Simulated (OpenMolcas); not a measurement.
## What dynamic correlation does to the levels of Br2+

```
Program             : OpenMolcas
Basis               : ANO-R3 [7s6p5d4f2g]
Scalar Hamiltonian  : X2C, finite nucleus
Active space        : 3 electrons in 3 orbitals (4p)
State averaging     : 2S+1 = 4 odd, 1 root; 2S+1 = 2 odd, 8 roots
Spin-orbit coupling : RASSI with atomic mean-field integrals over the reference wave functions, term energies averaged over their components
```

Methods on the same reference wave functions:
A. CASSCF
B. SS-CASPT2, IPEA 0.25 Eh, imaginary shift 0.1 Eh (closed shells correlated: 3d 4s)
C. XMS-CASPT2, IPEA 0.25 Eh, imaginary shift 0.1 Eh (closed shells correlated: 3d 4s)

Energies in cm-1 above 4s2 4p3 4S* 3/2, the measured ground level; measured values from Moore, Atomic Energy Levels, vol. II, NSRDS-NBS 35 (1971 reprint of NBS Circular 467, 1952).

```
          Level      A      B      C  Measured
4s2 4p3 4S* 3/2    0.0    0.0    0.0       0.0
4s2 4p3 2D* 3/2  19920  15920  15360          
4s2 4p3 2D* 5/2  20665  16760  16220          
4s2 4p3 2P* 1/2  34143  28390  27580     26915
4s2 4p3 2P* 3/2  35147  29540  28760     28579
```

Deviations, from unrounded energies. A percentage is the sum of absolute deviations over the sum of measured energies, with the sign that they share, or ± where signs differ.

| Against measurement | Levels | A | B | C |
| --- | --- | --- | --- | --- |
| mean absolute deviation (cm-1) | 2 | 6900 | 1200 | 420 |
| other terms of the ground configuration (%) | 2 | +24.9 | +4.4 | +1.5 |

C lies closest to measurement on these levels and A furthest from it. The largest miss of C in the table is 4s2 4p3 2P* 1/2, by +670 cm-1. The ranking rests on the paired levels alone, and a cruder setting can come out closer through cancelling errors.

Between B and C the level of the table that moves most is 4s2 4p3 2P* 1/2, by 810 cm-1 (lowest in C, highest in B). Moves below CASPT2's spread within the term are not significant.

The mean deviations of B to C differ by less than CASPT2's widest spread within a term (1400 cm-1), so their order carries little weight.

From A to B the spin-free energies of the other terms of 4s2 4p3 shown, above 4S*, scale by factors of 0.81 to 0.83.

The lowest spin-free term lies below A's lowest term by 0.591 hartree in B, 0.591 hartree in C.

Term energies are means over components that CASPT2 splits; among the terms shown or strongly mixed into the levels shown the widest spread is 1400 cm-1 (4s2 4p3 2D*, C). With the s shell closed, the reference lacks s² → p² mixing. Computed and measured levels are paired by configuration, term and J; levels that our copy of the source lacks, or whose pairing is in doubt (as where it misses far off the trend of its configuration), stay unpaired and out of the deviations. Only configurations of the active space appear.

* marks odd parity.
